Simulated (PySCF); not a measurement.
Cost of one run: shielding job, `C=CC[NH][Ge@H]([F])[CH]1CC1`.

Method: GIAO PBE0/pcSseg-1 NMR shielding, non-relativistic, gas phase (PySCF 2.14.0, density-fitted response routines). Geometry: GFN2-xTB. Work: shieldings, charges and field gradients, density fitting. The input is one job of a driver script: a line of settings, then coordinates in Å.

Input:
```
{"job": {"kind": "nmr", "xc": "PBE0", "basis": "pcSseg-1"}, "charge": 0, "multiplicity": 1}
C      4.053370    -0.293825    -0.008038
C      3.099122    -0.023059    -0.876917
C      1.988460     0.951915    -0.627725
N      0.704934     0.258683    -0.624089
Ge    -0.700987     0.677234     0.419801
F      0.067904     0.846431     1.995299
C     -2.007311    -0.781657     0.485798
C     -3.276300    -0.588775     1.265785
C     -3.326212    -0.647326    -0.220871
H      4.831400    -1.008709    -0.215772
H      4.094480     0.195257     0.950866
H      3.061265    -0.530057    -1.833208
H      2.112064     1.415346     0.352587
H      2.017838     1.742092    -1.393785
H      0.514722    -0.184364    -1.510557
H     -1.307762     2.073480     0.316970
H     -1.569460    -1.772234     0.510832
H     -3.438892     0.368534     1.741162
H     -3.657289    -1.424487     1.833522
H     -3.529593     0.268654    -0.757860
H     -3.740672    -1.526190    -0.692361
```

Hardware: an Arm Neoverse V2 with one thread, no GPU, on a shared host.

The basis has 237 functions.

**Question.** What wall time should be expected on this hardware?

**Answer.** About 43 s. The SCF took 12 cycles.

**Question.** At this speed, how long would 5000 such jobs take on 32 cores, one job a core?

**Answer.** 5000/32 gives 157 rounds of 43 s, about 1.9 h of wall time and 60 core-hours, if the jobs don't slow each other.

The SCF part of the output:
```
coarse grid: 78584 points
cycle   1  E = -2466.3228446554  dE =  3.804e-01  |g| = 1.136e+00  |ddm| = 4.178e+00
cycle   2  E = -2466.1508627166  dE =  1.720e-01  |g| = 1.534e+00  |ddm| = 1.642e+00
cycle   3  E = -2466.4703653788  dE = -3.195e-01  |g| = 2.086e-01  |ddm| = 1.111e+00
cycle   4  E = -2466.4762948990  dE = -5.930e-03  |g| = 7.135e-02  |ddm| = 1.636e-01
cycle   5  E = -2466.4770172411  dE = -7.223e-04  |g| = 1.285e-02  |ddm| = 5.478e-02
cycle   6  E = -2466.4770516120  dE = -3.437e-05  |g| = 4.528e-03  |ddm| = 1.438e-02
cycle   7  E = -2466.4770556521  dE = -4.040e-06  |g| = 1.077e-03  |ddm| = 4.165e-03
final grid: 167352 points
cycle   8  E = -2466.4771329392  dE =  1.381e-07  |g| = 1.564e-03  |ddm| = 3.718e-03
cycle   9  E = -2466.4771321870  dE =  7.522e-07  |g| = 2.419e-03  |ddm| = 3.358e-03
cycle  10  E = -2466.4771334864  dE = -1.299e-06  |g| = 1.790e-04  |ddm| = 2.005e-03
cycle  11  E = -2466.4771334937  dE = -7.303e-09  |g| = 3.527e-05  |ddm| = 1.804e-04
cycle  12  E = -2466.4771334940  dE = -2.356e-10  |g| = 8.019e-06  |ddm| = 3.118e-05
converged SCF energy = -2466.4771334940
```

On the final grid dE counts from the start density on that grid.

Times come from a shared host and carry two figures at best.
